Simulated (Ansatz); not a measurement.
Born–Oppenheimer molecular dynamics of a periodic cell of 17 atoms, TiSi16 (host Si, host structure diamond, interstitial Ti). It goes on from the last frame of an earlier run, with new velocities.

Theory: Ansatz, DFT PBEsol, scalar-relativistic, plane waves, PAW. Settings: PAW set soft_1, cutoff 420 eV, k mesh 2x2x2, fermi-dirac smearing 0.02 eV, no spin polarisation.

- ensemble: NVE (velocity Verlet)
- time step: 2 fs
- steps asked: 250
- starting velocities drawn for: 1680 K
- seed: 747251

Frames 10 fs apart, positions in Å.

Velocities at 200 fs (Å/ps):

```
Si 4.77 2.10 12.40
Si -6.02 -2.13 -0.76
Si -10.45 4.83 0.04
Si -8.11 0.40 -0.92
Si 4.55 3.14 3.59
Si 9.17 -1.94 7.21
Si -8.17 1.89 -12.94
Si -0.77 -4.15 -4.58
Si 1.98 1.61 -5.79
Si -1.02 -0.16 4.40
Si 0.61 -5.28 0.46
Si -2.16 6.71 -5.70
Si 4.34 6.81 8.96
Si 5.38 -9.47 -1.55
Si 4.56 3.83 -1.38
Si -6.42 6.96 0.12
Ti 4.55 -8.88 -2.09
```

```xyz
17
Lattice="0.0000 5.4300 5.4300 5.4300 0.0000 5.4300 5.4300 5.4300 0.0000" Properties=species:S:1:pos:R:3 time_fs=200 energy_less_start_eV=1.115 T=1142
Si -0.295 0.055 -1.145
Si -0.162 1.684 0.874
Si 2.138 2.046 0.400
Si 4.151 4.193 0.727
Si 2.293 0.326 1.750
Si 3.643 1.371 3.387
Si 5.286 2.913 2.342
Si 6.971 4.285 3.468
Si -0.595 3.365 2.673
Si 1.592 4.771 3.242
Si 3.001 6.393 1.415
Si 3.057 7.428 3.589
Si 2.550 3.002 4.747
Si 3.842 4.313 6.242
Si 5.257 5.758 4.685
Si 6.144 7.364 5.882
Ti 6.446 4.207 6.132
17
Lattice="0.0000 5.4300 5.4300 5.4300 0.0000 5.4300 5.4300 5.4300 0.0000" Properties=species:S:1:pos:R:3 time_fs=210 energy_less_start_eV=1.143 T=1128
Si -0.239 0.054 -0.989
Si -0.220 1.663 0.863
Si 2.053 2.108 0.371
Si 4.048 4.206 0.711
Si 2.341 0.344 1.804
Si 3.722 1.385 3.444
Si 5.199 2.937 2.227
Si 6.951 4.234 3.422
Si -0.557 3.382 2.631
Si 1.582 4.753 3.276
Si 2.991 6.329 1.425
Si 3.044 7.489 3.535
Si 2.583 3.067 4.827
Si 3.894 4.229 6.208
Si 5.272 5.781 4.650
Si 6.117 7.435 5.890
Ti 6.499 4.132 6.121
17
Lattice="0.0000 5.4300 5.4300 5.4300 0.0000 5.4300 5.4300 5.4300 0.0000" Properties=species:S:1:pos:R:3 time_fs=220 energy_less_start_eV=0.851 T=1270
Si -0.174 0.021 -0.798
Si -0.270 1.653 0.851
Si 2.028 2.136 0.296
Si 3.899 4.231 0.682
Si 2.403 0.343 1.874
Si 3.774 1.455 3.477
Si 5.105 2.974 2.169
Si 6.901 4.167 3.373
Si -0.482 3.394 2.632
Si 1.573 4.705 3.294
Si 2.943 6.251 1.450
Si 3.046 7.540 3.489
Si 2.586 3.103 4.864
Si 3.949 4.202 6.156
Si 5.242 5.775 4.588
Si 6.169 7.485 5.885
Ti 6.552 4.108 6.128
17
Lattice="0.0000 5.4300 5.4300 5.4300 0.0000 5.4300 5.4300 5.4300 0.0000" Properties=species:S:1:pos:R:3 time_fs=230 energy_less_start_eV=0.195 T=1585
Si -0.115 -0.021 -0.631
Si -0.305 1.674 0.854
Si 2.067 2.084 0.193
Si 3.717 4.240 0.642
Si 2.483 0.338 1.938
Si 3.817 1.546 3.503
Si 5.016 3.026 2.164
Si 6.822 4.094 3.321
Si -0.385 3.395 2.672
Si 1.561 4.639 3.306
Si 2.849 6.186 1.498
Si 3.062 7.580 3.450
Si 2.558 3.100 4.837
Si 4.016 4.248 6.112
Si 5.191 5.752 4.522
Si 6.276 7.484 5.861
Ti 6.587 4.150 6.152
17
Lattice="0.0000 5.4300 5.4300 5.4300 0.0000 5.4300 5.4300 5.4300 0.0000" Properties=species:S:1:pos:R:3 time_fs=240 energy_less_start_eV=0.311 T=1530
Si -0.067 -0.066 -0.513
Si -0.326 1.741 0.879
Si 2.141 1.979 0.090
Si 3.539 4.210 0.589
Si 2.578 0.327 1.987
Si 3.859 1.619 3.539
Si 4.949 3.085 2.161
Si 6.730 4.037 3.272
Si -0.293 3.378 2.727
Si 1.546 4.576 3.321
Si 2.720 6.154 1.575
Si 3.091 7.613 3.413
Si 2.542 3.085 4.764
Si 4.077 4.340 6.083
Si 5.142 5.728 4.460
Si 6.380 7.420 5.849
Ti 6.601 4.232 6.180
17
Lattice="0.0000 5.4300 5.4300 5.4300 0.0000 5.4300 5.4300 5.4300 0.0000" Properties=species:S:1:pos:R:3 time_fs=250 energy_less_start_eV=0.956 T=1219
Si -0.041 -0.099 -0.435
Si -0.333 1.844 0.913
Si 2.212 1.861 0.021
Si 3.419 4.146 0.525
Si 2.678 0.312 2.018
Si 3.909 1.644 3.584
Si 4.901 3.139 2.119
Si 6.656 4.018 3.237
Si -0.230 3.332 2.770
Si 1.536 4.546 3.340
Si 2.586 6.151 1.679
Si 3.128 7.645 3.378
Si 2.567 3.082 4.686
Si 4.104 4.440 6.068
Si 5.109 5.715 4.400
Si 6.439 7.301 5.865
Ti 6.583 4.319 6.196
17
Lattice="0.0000 5.4300 5.4300 5.4300 0.0000 5.4300 5.4300 5.4300 0.0000" Properties=species:S:1:pos:R:3 time_fs=260 energy_less_start_eV=1.220 T=1091
Si -0.045 -0.106 -0.383
Si -0.324 1.960 0.933
Si 2.257 1.747 0.004
Si 3.387 4.065 0.453
Si 2.765 0.295 2.040
Si 3.983 1.614 3.621
Si 4.865 3.166 2.032
Si 6.621 4.046 3.222
Si -0.206 3.258 2.795
Si 1.536 4.570 3.361
Si 2.486 6.152 1.803
Si 3.168 7.684 3.347
Si 2.618 3.085 4.652
Si 4.081 4.515 6.059
Si 5.103 5.722 4.338
Si 6.441 7.170 5.887
Ti 6.526 4.398 6.197
17
Lattice="0.0000 5.4300 5.4300 5.4300 0.0000 5.4300 5.4300 5.4300 0.0000" Properties=species:S:1:pos:R:3 time_fs=270 energy_less_start_eV=1.217 T=1093
Si -0.077 -0.079 -0.353
Si -0.297 2.066 0.913
Si 2.274 1.646 0.030
Si 3.416 3.980 0.376
Si 2.823 0.286 2.068
Si 4.086 1.549 3.638
Si 4.852 3.149 1.928
Si 6.623 4.112 3.220
Si -0.198 3.182 2.819
Si 1.530 4.634 3.393
Si 2.433 6.132 1.935
Si 3.199 7.736 3.338
Si 2.675 3.079 4.679
Si 4.021 4.543 6.039
Si 5.115 5.747 4.276
Si 6.393 7.075 5.888
Ti 6.449 4.460 6.184
17
Lattice="0.0000 5.4300 5.4300 5.4300 0.0000 5.4300 5.4300 5.4300 0.0000" Properties=species:S:1:pos:R:3 time_fs=280 energy_less_start_eV=1.170 T=1116
Si -0.126 -0.021 -0.339
Si -0.250 2.151 0.836
Si 2.268 1.566 0.077
Si 3.456 3.905 0.292
Si 2.839 0.293 2.114
Si 4.199 1.483 3.632
Si 4.887 3.083 1.843
Si 6.647 4.196 3.217
Si -0.175 3.128 2.859
Si 1.503 4.692 3.458
Si 2.421 6.097 2.041
Si 3.203 7.799 3.368
Si 2.719 3.051 4.744
Si 3.951 4.522 5.994
Si 5.128 5.786 4.217
Si 6.319 7.042 5.870
Ti 6.378 4.497 6.163
17
Lattice="0.0000 5.4300 5.4300 5.4300 0.0000 5.4300 5.4300 5.4300 0.0000" Properties=species:S:1:pos:R:3 time_fs=290 energy_less_start_eV=0.989 T=1203
Si -0.178 0.052 -0.325
Si -0.188 2.219 0.717
Si 2.240 1.511 0.132
Si 3.482 3.847 0.203
Si 2.824 0.308 2.170
Si 4.296 1.452 3.600
Si 4.974 2.980 1.796
Si 6.681 4.277 3.208
Si -0.122 3.094 2.907
Si 1.450 4.711 3.574
Si 2.436 6.067 2.089
Si 3.167 7.868 3.440
Si 2.731 2.981 4.807
Si 3.890 4.483 5.938
Si 5.126 5.834 4.165
Si 6.257 7.068 5.847
Ti 6.333 4.510 6.137
17
Lattice="0.0000 5.4300 5.4300 5.4300 0.0000 5.4300 5.4300 5.4300 0.0000" Properties=species:S:1:pos:R:3 time_fs=300 energy_less_start_eV=1.076 T=1160
Si -0.228 0.116 -0.290
Si -0.117 2.276 0.587
Si 2.196 1.476 0.188
Si 3.498 3.807 0.127
Si 2.798 0.324 2.216
Si 4.353 1.473 3.536
Si 5.085 2.880 1.790
Si 6.711 4.337 3.195
Si -0.060 3.054 2.945
Si 1.390 4.695 3.720
Si 2.459 6.049 2.086
Si 3.099 7.939 3.538
Si 2.700 2.858 4.842
Si 3.850 4.463 5.896
Si 5.104 5.887 4.123
Si 6.244 7.117 5.818
Ti 6.321 4.509 6.109
17
Lattice="0.0000 5.4300 5.4300 5.4300 0.0000 5.4300 5.4300 5.4300 0.0000" Properties=species:S:1:pos:R:3 time_fs=310 energy_less_start_eV=1.480 T=966
Si -0.282 0.158 -0.228
Si -0.053 2.332 0.468
Si 2.150 1.453 0.238
Si 3.515 3.785 0.089
Si 2.779 0.339 2.234
Si 4.364 1.531 3.457
Si 5.182 2.837 1.821
Si 6.719 4.362 3.184
Si -0.017 2.990 2.962
Si 1.357 4.667 3.862
Si 2.476 6.036 2.066
Si 3.016 8.008 3.633
Si 2.648 2.711 4.846
Si 3.824 4.474 5.870
Si 5.068 5.940 4.094
Si 6.299 7.138 5.766
Ti 6.344 4.505 6.083
```

Of the whole run (500 fs, mean temperature of the second half 1086 K): The conserved energy stayed within 0.31 meV per atom of its start (net change 0.04 meV per atom), so the integration is sound. A run of 0.5 ps of so small a system gives no equilibrium averages. Limits of this set-up: coarse k mesh, PAW files made for another functional, a small cell, in which the defect meets its images.

Time of the run: 22 min on 1 thread of Arm Neoverse V1, on a shared host, peak memory 0.65 GiB.
